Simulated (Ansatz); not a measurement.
Reaction (ligand exchange at the Al–C bond): `F/[C]([AlH2])=C\[SiH3]` + `C/N=C/[SeH]` → `C/N=C\[Se][AlH2]` + `F/C=C/[SiH3]`

Computed with Ansatz on PBE0-D4/def2-TZVP structures; ΔE is electronic, products minus reactants. CCSD(T)/CBS adds triple-zeta CCSD(T) − MP2 to the extrapolated MP2 energy (def2 sets, frozen cores). Double bonds are as drawn, so ΔE can hold a change between cis and trans. DFT in def2-TZVPP. B3LYP here is the variant with VWN-RPA as its local correlation; programs differ in this. For Se outer-core shells are correlated without core-valence functions, which leaves a few kJ/mol of doubt a bond. Scalar relativity is left out up to krypton. Each species was taken in one conformer, which may not be the lowest.

Problem. Is it downhill or uphill in electronic energy at CCSD(T)/CBS, and by how much? (Best estimate.)

Solution. Computed: Downhill: ΔE = -121.1 kJ/mol.

Problem. What do these levels give: PBE-D4, ωB97X-V, PBE, r2SCAN, B3LYP, SCS-MP2/def2-TZVPP, CCSD/def2-TZVPP, CCSD(T)/def2-TZVPP, HF/def2-QZVPP, MP2/def2-QZVPP, SCS-MP2/def2-QZVPP, CCSD/CBS(def2)? (An estimate is asked.)

Solution. The calculation gave: PBE-D4 -118.8, ωB97X-V -111.9, PBE -116.1, r2SCAN -120.5, B3LYP -109.5, SCS-MP2/def2-TZVPP -116.5, CCSD/def2-TZVPP -114.7, CCSD(T)/def2-TZVPP -116.6, HF/def2-QZVPP -112.3, MP2/def2-QZVPP -124.3, SCS-MP2/def2-QZVPP -118.7, CCSD/CBS(def2) -119.2 kJ/mol.

Largest T1 diagnostic among the species: 0.013.

The D4 term adds −4.4 kJ/mol with B3LYP and −2.4 kJ/mol with PBE0; it sums over pairs of atoms, weighted by their polarisabilities, and B3LYP, whose exchange is more repulsive, gets the larger term. In def2-TZVPP, CCSD(T) changes the Hartree–Fock value by −3.6 kJ/mol (the triples alone add −1.9 kJ/mol) and MP2 by −9.0 kJ/mol.
